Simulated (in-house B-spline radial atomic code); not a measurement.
Hg. Computed with a B-spline radial atomic code. Model: non-relativistic spherical atom: semilocal Troullier-Martins pseudo-atom, one channel per l, against all electrons, high spin, G0W0 and RPA with empty states to l = 8, local potential for every l without a channel, a model core (radius 0 = none) keeps its share of the functional.

The core holds an angular momentum without a channel of its own, so the local potential lets valence electrons into it.

Without relativity these are model numbers for so heavy an element.

What the tables leave out is listed at the end.

The pseudopotential gives back the lowest level of each angular momentum of its own functional in the configuration it was made in; a second state of the same l is only approximately right. Exact exchange, RPA and GW see the smooth pseudo-orbitals and miss the exchange with the core, for which the functional's share stands in. The column with an uncorrelated core keeps all orbitals and exact exchange, and so separates missing core correlation from pseudisation. Only the three outermost levels and the lowest empty one were computed. RPA here is direct RPA, with no exchange kernel, and its energies carry an (l + 1/2)⁻⁴ tail. A hybrid on a potential with a model core restores only its own semilocal share of the core's exchange.

Command:
```bash
python run_psgw.py task.json out
```
Settings (lengths in bohr, energies in hartree):
```
Z                      80
electrons              80
configuration          [Xe] 4f14 5d10 6s2
generated_in           [Xe] 4f14 5d10 6s2
functional             pbe,pbe
core_shells            12
radius_factor          1
core_correction        True
ion_configuration      [Xe] 4f14 5d10 6s1
```

Run time, properties included: 110 s on 1 thread of Arm Neoverse N1 (shared host).

Given: made with PBE; model core radius 1.021 bohr; local radius 1.488 bohr; mean-field start PBE.

Valence shells of the generating configuration: 5d, 6s.

Channel: s 2.535, p 3.4, d 1.151 (radii in bohr).

Computed: largest level miss in the spin-unpolarised generating configuration 0 eV; valence RPA correlation energy all-electron orbitals -0.64251 hartree; valence RPA correlation energy pseudo -1.0385 hartree; pseudo-atom RPA polarisability 46.685 bohr³; ionisation by mean-field all-electron 8.4685 eV; ionisation by mean-field pseudo minus all 0.005 eV; ionisation by RPA pseudo minus all 0.626 eV.

```tsv
level	occupied	mean-field all-electron (eV)	mean-field pseudo minus all (eV)	G0W0 all-electron (eV)	G0W0 uncorrelated core minus all (eV)	G0W0 pseudo minus all (eV)	exchange self-energy all-electron (eV)	exchange self-energy pseudo (eV)
6s	1	-5.2934	0	-8.4968	0.057	-0.282	-11.23	-10.114
```

What is the all-electron RPA polarisability, core included?

46.723 bohr³.

What is the ionisation by RPA all-electron?

8.7977 eV.

Given: mean-field start PBE0.

Computed: valence RPA correlation energy pseudo -0.99419 hartree; pseudo-atom RPA polarisability 39.59 bohr³; ionisation by mean-field all-electron 8.2005 eV; ionisation by mean-field pseudo minus all 0.284 eV; ionisation by RPA all-electron 8.6266 eV; ionisation by RPA pseudo minus all 0.758 eV.

```csv
level,occupied,mean-field all-electron (eV),mean-field pseudo minus all (eV),G0W0 all-electron (eV),G0W0 uncorrelated core minus all (eV),G0W0 pseudo minus all (eV),exchange self-energy all-electron (eV),exchange self-energy pseudo (eV)
6s,1,-5.9374,-0.234,-8.5293,0.062,-0.562,-11.02,-10.291
```

What is the valence RPA correlation energy all-electron orbitals?

-0.60065 hartree.

What is the all-electron RPA polarisability, core included?

41.943 bohr³.

Among the listed levels the largest G0W0 shift of the pseudo-atom is -0.56 eV, for 6s on the PBE0 start, while leaving the core uncorrelated moves that level by +0.06 eV. So pseudisation and the lost core exchange, not the missing core correlation, make the error. Not in the tables (levels of low weight, unsolved or above zero; the highest and the empty levels are kept at any weight): on PBE the G0W0 levels 5d (pseudo minus all +1.84 eV, weights 0.71 and 0.45), 6p (pseudo minus all -0.09 eV, weights 0.90 and 0.90); on PBE0 the G0W0 levels 5d (pseudo minus all +2.65 eV, weights 0.74 and 0.74), 6p (pseudo minus all -0.03 eV, weights 0.93 and 0.93); no Hartree-Fock pseudo-atom is run with a model core.
